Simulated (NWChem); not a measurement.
# BNH2BrCl; SMILES BrB(N)Cl

```xyz
6

B      0.4367    -0.5811     0.0000
Cl    -0.7126    -1.9203     0.0000
Br    -0.2098     1.2340     0.0000
N      1.8008    -0.8269     0.0000
H      2.4874    -0.0842     0.0000
H      2.1790    -1.7656     0.0000
```
Atoms are numbered in this order, from 1.

Computed with NWChem. The geometry was optimised at PBE0/def2-SVP. Ions are spin-unrestricted doublets at the neutral geometry; other ion states weren't tried.

Predict the results for PBE/def2-SVP. Quantities: −ε(HOMO) (eV).


```json
{
  "−ε(HOMO) (eV)": "6.71"
}
```
